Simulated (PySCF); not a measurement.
## Correlation energy of Te(30+) (tellurium, charge +30)

[Ar] 3d4, high-spin 5D determinant. All numbers are calculated (PySCF 2.14, the non-relativistic Hamiltonian (point nucleus), in an even-tempered Gaussian basis (17 s from 4.4 bohr⁻², ratio 2.5; 11 p from 5.7 bohr⁻², ratio 2.5; 8 d from 5.7 bohr⁻², ratio 2.5; 4 f from 22 bohr⁻², ratio 2.7; 3 g from 33 bohr⁻², ratio 2.7)). Frozen: [Ne]; 12 electrons correlated; the 32 highest virtual orbitals of each spin left out.

MP2 pair energies summed by pair of shells (mhartree):

| pair | energy | share (%) |
| --- | --- | --- |
| 3p-3d | -187.74 | 39.8 |
| 3p-3p | -156.63 | 33.2 |
| 3s-3p | -46.37 | 9.8 |
| 3d-3d | -43.22 | 9.2 |
| 3s-3d | -30.72 | 6.5 |
| 3s-3s | -7.57 | 1.6 |

Total MP2 correlation energy: -472.26 mhartree.

At this charge a non-relativistic calculation is a model, useful for the Z dependence of the correlation energy.
